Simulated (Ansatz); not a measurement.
`[CH3][GeH]([SiH3])[Cl]` + CH₃SH → `C[S][GeH]([CH3])[Cl]` + SiH₄ at 700 K and 1 bar (cleavage of the Ge–Si bond).

Computed with Ansatz on PBE0-D4/def2-TZVP structures; ΔE is electronic, products minus reactants. CBS: MP2 limit from def2 TZ/QZ plus the TZ coupled-cluster correction, frozen cores. This one scheme is used for every species. For Ge outer-core shells are correlated without core-valence functions, which leaves a few kJ/mol of doubt a bond. Scalar relativity is left out up to krypton. One conformer a species, not always the lowest.

```json
{"species": "`[CH3][GeH]([SiH3])[Cl]`", "CCSD(T)/CBS energy (Eh)": "-2867.28258", "H − E (kJ/mol)": "272.3", "S (J/(mol·K))": "505.7"}
{"species": "CH₃SH", "CCSD(T)/CBS energy (Eh)": "-438.22835", "H − E (kJ/mol)": "160.2", "S (J/(mol·K))": "309.0"}
{"species": "`C[S][GeH]([CH3])[Cl]`", "CCSD(T)/CBS energy (Eh)": "-3014.06069", "H − E (kJ/mol)": "315.2", "S (J/(mol·K))": "538.0"}
{"species": "SiH₄", "CCSD(T)/CBS energy (Eh)": "-291.46306", "H − E (kJ/mol)": "115.5", "S (J/(mol·K))": "252.9"}
```

H − E and S are ideal-gas, rigid-rotor, harmonic terms from PBE0-D4/def2-TZVP, for one conformer and one mirror image of each species. 1 Eh = 2625.50 kJ/mol, R = 8.31446 J/(mol·K).

Question: By hand: ΔE, ΔH, ΔS and ΔG.

Answer: ΔE = (-3014.06069) + (-291.46306) − (-2867.28258) − (-438.22835) = -0.01282 Eh = -33.7 kJ/mol. Δ(H − E) = 315.2 + 115.5 − 272.3 − 160.2 = -1.8, so ΔH = -35.5 kJ/mol. ΔS = 538.0 + 252.9 − 505.7 − 309.0 = -23.8 J/(mol·K). ΔG = -35.5 − 700 × (-23.8)/1000 = -18.8 kJ/mol.

Question: By hand: the equilibrium constant, and the temperature at which ΔG would vanish if ΔH and ΔS stayed fixed.

Answer: log₁₀ K = −ΔG/(RT ln 10) = 1.4. ΔG = 0 at ΔH/ΔS = 1492 K.

TΔS isn't small against ΔH here. A doubt of 5 kJ/mol in ΔE shifts log₁₀ K by 0.4 here. Other conformers and mirror images would add mixing entropy, several J/(mol·K) or more a flexible species. Modes under 60 cm⁻¹, often nearly free rotors, make the harmonic entropy too high. These are equilibria of isolated gas molecules and say nothing of rates. Largest T1 diagnostic: 0.011 (customary marks: 0.02 for closed shells, 0.045 for open ones).
